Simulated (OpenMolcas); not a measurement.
**Sc⁺: effect of the active space**

```yaml
Program: OpenMolcas
Method: SS-CASPT2 or its RAS form, IPEA 0.25 Eh, imaginary shift 0.1 Eh
Basis: ANO-RCC-VTZP
Scalar_Hamiltonian: DKH2, point nucleus
Spin-orbit_coupling: RASSI with atomic mean-field integrals over the reference wave functions, term energies averaged over their components
```

A. 2 electrons in 6 orbitals (3d 4s); 2S+1 = 3 even, 15 roots; 2S+1 = 1 even, 21 roots kept (CI in the orbitals of an earlier block); closed shells correlated: 3s 3p; CASPT2 step of the order of 7 core-seconds
B. 2 electrons in 9 orbitals (RAS2 3d 4s; RAS3 4p, at most 2 electrons); 2S+1 = 3 even, 15 roots; 2S+1 = 1 even, 21 roots kept (CI in the orbitals of an earlier block); 2S+1 = 3 odd, 18 roots; 2S+1 = 1 odd, 15 roots kept (CI in the orbitals of an earlier block); closed shells correlated: 3s 3p; CASPT2 step about 50 core-seconds
C. 2 electrons in 11 orbitals (3d 4s 4d); 2S+1 = 3 even, 15 roots; 2S+1 = 1 even, 20 roots kept (CI in the orbitals of an earlier block); closed shells correlated: 3s 3p; CASPT2 step roughly 5 core-minutes

Energies in eV above 3d 4s 3D1, the measured ground level; measured values from NIST Handbook of Basic Atomic Spectroscopic Data.

| Level | A | B | C | Measured |
| --- | --- | --- | --- | --- |
| 3d 4s 3D1 | 0.0000 | 0.0000 | 0.0000 | 0.0000 |
| 3d 4s 3D2 | 0.0075 | 0.0075 | 0.0090 | 0.0084 |
| 3d 4s 3D3 | 0.0197 | 0.0196 | 0.0234 | 0.0220 |
| 3d 4s 1D2 | 0.2185 | 0.261 | 0.311 | 0.3150 |
| 3d2 3F2 | 0.618 | 0.630 | 0.690 | 0.5955 |
| 3d2 3F3 | 0.630 | 0.642 | 0.701 | 0.6055 |
| 3d2 3F4 | 0.645 | 0.657 | 0.716 | 0.6184 |
| 3d2 1D2 | 1.176 | 1.304 | 1.413 | 1.3570 |
| 4s2 1S0 | 1.484 | 1.531 | 1.500 | 1.4551 |
| 3d2 3P0 | 1.596 | 1.586 | 1.617 | 1.4970 |
| 3d2 3P1 | 1.600 | 1.590 | 1.620 | 1.5004 |
| 3d2 3P2 | 1.608 | 1.598 | 1.628 | 1.5070 |
| 3d2 1G4 | 1.819 | 1.865 | 1.881 | 1.7682 |

Deviations, from unrounded energies. A percentage is the sum of absolute deviations over the sum of measured energies, with the sign that they share, or ± where signs differ.

| Against measurement | Levels | A | B | C |
| --- | --- | --- | --- | --- |
| mean absolute deviation (cm-1) | 12 | 490 | 450 | 580 |
| fine structure of the ground term (%) | 2 | -10.8 | -10.7 | +6.4 |
| other terms of the ground configuration (%) | 1 | -30.6 | -17.1 | -1.2 |
| other configurations (%) | 9 | ±5.8 | ±5.5 | +7.9 |

B lies closest to measurement on these levels and C furthest from it. The largest miss of B in the table is 3d2 1G4, by +780 cm-1. The ranking rests on the paired levels alone, and a cruder setting can come out closer through cancelling errors.

The two smallest mean deviations differ by little beside CASPT2's spread within terms, so their order carries little weight.

Among A to C the level of the table that moves most is 3d2 1D2, by 1900 cm-1 (lowest in A, highest in C). Moves below CASPT2's spread within the term are not significant.

Term energies are means over components that CASPT2 splits; among the terms shown or strongly mixed into the levels shown the widest spread is 640 cm-1 (3d2 1G, B). Over all roots computed the reference weight is 0.88 to 0.94 in A, 0.88 to 0.95 in B; the roots of lowest weight are the least certain, and an intruder state may touch them. Terms from blocks run as CI alone lack orbitals of their own. A single d shell beside an s shell can misplace configurations of different d count against each other (holds for A; B). Active for correlation alone: 4d; no level in the range computed is led by a configuration that fills it, so any true level of that kind is missing (holds for C). Measured partners are found by configuration, term and J. A level has none where our copy of the source lacks it or the pairing is in doubt (some pairs that miss far off the trend of their configuration count as doubtful), and it then counts in no deviation. Only configurations of the active space appear. Levels that lie high or do not pair safely by name in every column are left out.
